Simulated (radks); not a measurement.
Task: The mean radii <r> (bohr) of the occupied orbitals of an atom or ion are listed with their occupations. Calculated with a radial shooting solver on a logarithmic mesh with Libxc functionals: scalar-relativistic Kohn-Sham, r2SCAN, spin-polarised, spherical densities, finite nucleus; meta-GGA in the generalised Kohn-Sham scheme; Fermi nuclear charge, rms radius of each element as measured or else 0.836 A^(1/3) + 0.57 fm.

| orbital | occ. | <r> |
|---|---|---|
| 1s up | 1 | 0.02558 |
| 1s down | 1 | 0.02558 |
| 2s up | 1 | 0.1097 |
| 2s down | 1 | 0.1097 |
| 2p up | 3 | 0.09620 |
| 2p down | 3 | 0.09620 |
| 3s up | 1 | 0.2914 |
| 3s down | 1 | 0.2914 |
| 3p up | 3 | 0.2895 |
| 3p down | 3 | 0.2895 |
| 3d up | 5 | 0.2665 |
| 3d down | 5 | 0.2665 |
| 4s up | 1 | 0.6741 |
| 4s down | 1 | 0.6743 |
| 4p up | 3 | 0.7153 |
| 4p down | 3 | 0.7153 |
| 4d up | 5 | 0.7997 |
| 4d down | 5 | 0.7985 |
| 5s up | 1 | 1.613 |
| 5s down | 1 | 1.613 |
| 5p up | 3 | 1.828 |
| 5p down | 2 | 1.834 |

Name the element and its charge. Open shells, if any, are filled with parallel spins first.

Result: Z = 56, barium, charge +3: Ba3+ in [Kr] 4d10 5s2 5p5. The 1s radius gives Z: for a bare nucleus <r> = (2 gamma + 1)/(2Z) with gamma = sqrt(1 - (Z/c)^2), 0.02523 bohr for Z = 56, and screening makes it slightly larger (0.02558 here). The occupations add up to 53, and the charge is Z minus that.
